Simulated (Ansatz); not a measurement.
**SnH3 (SMILES [SnH3]): the energy, rung by rung**

SnH3: 4 atoms, total charge 0, spin state doublet. SMILES: `[SnH3]`. The shape is that of a PBE0-D4/def2-TZVP optimisation.

```xyz
4

Sn    0.2802   -0.2116   -0.2717
H     1.0552    0.0110    1.2417
H    -1.1250   -1.1722   -0.0640
H    -0.1549    1.3125   -0.9263
```

Quantity: the energy change with the Sn1–H2 bond stretched from 1.715 to 2.572 Å, in eV. The values are calculated.

```
            level                    kind  program  value (eV)  less FCI/STO-3G  CPU time (all runs)
      UPBE/STO-3G                     GGA   Ansatz        2.87            +0.10                4.8 s
  U-r2SCAN/STO-3G                meta-GGA   Ansatz        3.08            +0.31                 17 s
    UBHLYP/STO-3G           global hybrid   Ansatz        3.26            +0.49                  5 s
   U-wB97X/STO-3G  range-separated hybrid   Ansatz        3.35            +0.58                 25 s
UCAM-B3LYP/STO-3G  range-separated hybrid   Ansatz        3.25            +0.48                6.1 s
   UB2PLYP/STO-3G           double hybrid   Ansatz        3.22            +0.45                5.3 s
    UCCSDT/STO-3G   coupled cluster or CI   Ansatz        2.77             0.00                2.4 s
   UCCSDTQ/STO-3G   coupled cluster or CI   Ansatz        2.77             0.00              2.2 min
       FCI/STO-3G      exact in the basis   Ansatz        2.77             0.00                2.3 s
```

FCI/STO-3G is exact within its basis and frozen core, so for wave-function methods in that basis the difference is their error; functionals converge differently with the basis, so for them it is only a difference. All-electron rows without a relativistic Hamiltonian named are non-relativistic. The first shape isn't each level's own minimum. The values span 2.77 to 3.35 eV. Spin contamination of the reference (⟨S²⟩ at least 0.1 too high) touches UBHLYP/STO-3G, UCAM-B3LYP/STO-3G, UB2PLYP/STO-3G, UCCSDT/STO-3G, UCCSDTQ/STO-3G. All rows use very small basis sets, so even the best lies far from the true value. In the correlated wave-function rows the outer d shell of Sn is correlated, in sets not made for it. Times are those of the runs behind each value, whatever else they computed, on shared processors of several kinds: orders of magnitude only.
